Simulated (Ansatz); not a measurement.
`[CH3][GeH]([F])[SH]`, relaxed with RKS PBE0-D4/def2-TZVP in Ansatz 0.2.0 from a PBE-D4/def2-SVP geometry. The force threshold is 0.005 eV/Å; the program also tests the step.

Charge 0, multiplicity 1.

Start:

```xyz
9

C    -1.056    0.481   -0.409
Ge    0.394   -0.123    0.749
F    -0.097   -1.713    1.344
S     2.333   -0.310   -0.342
H    -0.821    1.483   -0.816
H    -1.183   -0.231   -1.248
H    -2.000    0.528    0.167
H     0.680    0.741    2.002
H     1.748   -0.856   -1.446
```

| step | energy (eV) | largest force (eV/Å) | largest move (Å) |
| --- | --- | --- | --- |
| 1 | -71178.4187 | 0.543 | 0.000 |
| 2 | -71178.4506 | 0.197 | 0.036 |
| 3 | -71178.4519 | 0.125 | 0.047 |
| 4 | -71178.4548 | 0.064 | 0.035 |
| 5 | -71178.4549 | 0.032 | 0.016 |
| 6 | -71178.4550 | 0.003 | 0.004 |

End:

```xyz
9

C    -1.049    0.477   -0.407
Ge    0.393   -0.114    0.739
F    -0.095   -1.685    1.324
S     2.311   -0.326   -0.332
H    -0.823    1.462   -0.816
H    -1.177   -0.231   -1.226
H    -1.975    0.526    0.167
H     0.673    0.728    1.990
H     1.744   -0.836   -1.438
```

Hardware: 4 threads of an INTEL XEON PLATINUM 8581C on a shared host. Wall time 12 s, peak host memory 0.5 GiB.
